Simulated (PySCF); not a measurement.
## WH₅ + 2 O₂ → WO(OH) + 2 H₂O

Level: PBE0 in the def2-TZVP basis family, computed in PySCF with density fitting; scalar-relativistic core potentials for atoms from Rb on, none lighter, no spin–orbit coupling; open shells unrestricted.

```json
{"species": "WH₅", "state and structure": "doublet, Cs, W–H 1.671 Å (×2), W–H 1.697 Å (×2), W–H 1.723 Å; H–W–H 60.3°, H–W–H 71.0° (×2), H–W–H 112.5°, H–W–H 114.9° (×2), H–W–H 115.5° (×2), H–W–H 120.6° (×2)", "E (Eh)": "-69.94838", "ZPE (kJ/mol)": "92.6", "H(298 K) − H(0) (kJ/mol)": "12.1", "S° (J/(mol K))": "266.6"}
{"species": "O₂", "state and structure": "triplet, D∞h, O–O 1.193 Å", "E (Eh)": "-150.23561", "ZPE (kJ/mol)": "10.3", "H(298 K) − H(0) (kJ/mol)": "8.7", "S° (J/(mol K))": "204.9"}
{"species": "WO(OH)", "state and structure": "quartet, Cs, O–H 0.956 Å, W–O 1.702 Å, W–O 1.901 Å; H–O–W 143.9°, O–W–O 147.8°", "E (Eh)": "-218.06115", "ZPE (kJ/mol)": "40.7", "H(298 K) − H(0) (kJ/mol)": "13.2", "S° (J/(mol K))": "302.4"}
{"species": "H₂O", "state and structure": "singlet, C2v, O–H 0.960 Å (×2); H–O–H 105.1°", "E (Eh)": "-76.37736", "ZPE (kJ/mol)": "56.5", "H(298 K) − H(0) (kJ/mol)": "9.9", "S° (J/(mol K))": "188.7"}
```

Task: What is the electronic reaction energy?

Result: At PBE0/def2-TZVP, ΔE = -1040.4 kJ/mol from the differences of the total energies times 2625.5, downhill. 

Task: Add zero-point, thermal and entropy terms for 298.15 K and 1 bar.

Result: ΔZPE = 40.5 and Δ[H(298) − H(0)] = 3.5 kJ/mol give ΔH° = -996.4 kJ/mol. ΔS° = 3.4 J/(mol K), so ΔG° = -996.4 − 298.15 × (0.0034) = -997 kJ/mol.

Spin–orbit coupling can matter for WH₅, WO(OH) and is left out. Open d or f shells are single determinants, so the state found may not be the ground state. Only the bonding shown was studied: isomers, or loss of a ligand pair, can lie lower.
